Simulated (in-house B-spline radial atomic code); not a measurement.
A fraction x of an electron is moved 2s → 2p in O⁵⁺, starting from [He] 2s1 and keeping the highest spin. Method: non-relativistic PW91, spin-polarised, spherical fractional occupations, point nucleus. Calculated with a radial B-spline atomic code at the basis-set limit.

```
    x  E(x) - E(0) (eV)  2s up level (eV)  2p up level (eV)
    0            0.0000          -128.312                 -
0.125            1.5197          -128.084          -115.947
 0.25                 ?                 ?                 ?
0.375            4.5450          -127.624          -115.556
  0.5            6.0517          -127.392          -115.352
0.625            7.5552          -127.159          -115.143
 0.75                 ?                 ?                 ?
0.875           10.5540          -126.691          -114.715
    1           12.0500                 -          -114.495
```

Task: What belongs in the row x = 0.25?

Result: An energy change of 3.0345 eV; 2s up at -127.855 eV, 2p up at -115.754 eV.

Task: What belongs in the row x = 0.75?

Result: An energy change of 9.0559 eV; 2s up at -126.925 eV, 2p up at -114.931 eV.

Task: Check Janak's theorem between x = 0.375 and 0.5.

Result: The slope of the energy is 12.05 eV; the orbital levels give 12.05 eV (ε of the receiving orbital less ε of the emptying one, averaged over the two points).
